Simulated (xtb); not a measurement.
BFHO, SMILES [OH+]=BF, charge +1. All values are semi-empirical tight-binding results from xtb (GFN2-xTB unless named), good for trends rather than for accurate numbers. Coordinates come from a GFN2-xTB optimisation. The isomer is the one that the SMILES or the coordinates give; other isomers of the formula were not compared.

Computed properties:
The point group as xtb finds it is C∞v, the orbital gap comes out as 9.26 eV and the zero-point energy is 12.1 kcal/mol. The G − E(el) at 298.15 K (modified RRHO) comes out as -1.7 kcal/mol. The static polarisability (D4 model) comes out as 21.6 bohr³. The solvation energy, GFN2-xTB/ALPB(water) is -77.0 kcal/mol and the solvation energy, GFN2-xTB/ALPB(thf) is -65.0 kcal/mol.

Computed IR lines (harmonic; lines under 4 % of the strongest left out, lines within 3 cm⁻¹ merged):
ν (cm⁻¹): 382 (m), 521 (s), 2226 (s), 3365 (vs) (against the strongest line: vs over 80 %, s over 45 %, m over 15 %, w over 4 %, vw less)
